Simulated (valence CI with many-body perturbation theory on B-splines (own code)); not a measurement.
# Br XXXI: configurations and terms from energies and g

Calculated by valence CI with perturbative core correlation (CI+MBPT): three valence electrons over a frozen Dirac-Fock core [He], radial functions for each j: 11 s, 11 p, 9 d, 7 f, 5 g, 2 h, 1 i, with the one-electron correlation potential Σ1, the two-electron term Σ2, the three-electron term Σ3, Breit, model QED; selected CI, second order for the rest (own B-spline code, finite nucleus).

No measured spectrum was set against this ion. As an estimate, large intervals hold to a few tenths of a per cent, small ones and those within an open d or f shell to about a per cent.

```
No.    J  Parity  E (cm⁻¹)      g
  1  1/2     odd         0  0.656
  2  3/2     odd    435520  1.327
  3  1/2    even    665960  2.509
  4  3/2    even    937600  1.706
  5  5/2    even   1069500  1.483
  6  3/2    even   1339700  0.885
  7  1/2    even   1419400  1.097
  8  5/2    even   1540000  1.302
  9  1/2    even   1884700  1.708
 10  3/2    even   1895700  1.254
 13  5/2     odd   2560900  1.192
 14  1/2     odd   2756000  0.656
 16  1/2    even  15900000  1.998
 17  1/2     odd  16160000  0.667
```

Energies count from the lowest level. Strongly mixed levels and levels close to another of their J and parity are left out, so the numbers can have gaps.

Problem. Give configuration and LS term of each level.

Solution. 1: 2s2 2p 2P°; 2: 2s2 2p 2P°; 3: 2s 2p2 4P; 4: 2s 2p2 4P; 5: 2s 2p2 4P; 6: 2s 2p2 2D; 7: 2s 2p2 2P; 8: 2s 2p2 2D; 9: 2s 2p2 2S; 10: 2s 2p2 2P; 13: 2p3 2D°; 14: 2p3 2P°; 16: 2s2 3s 2S; 17: 2s2 3p 2P°.
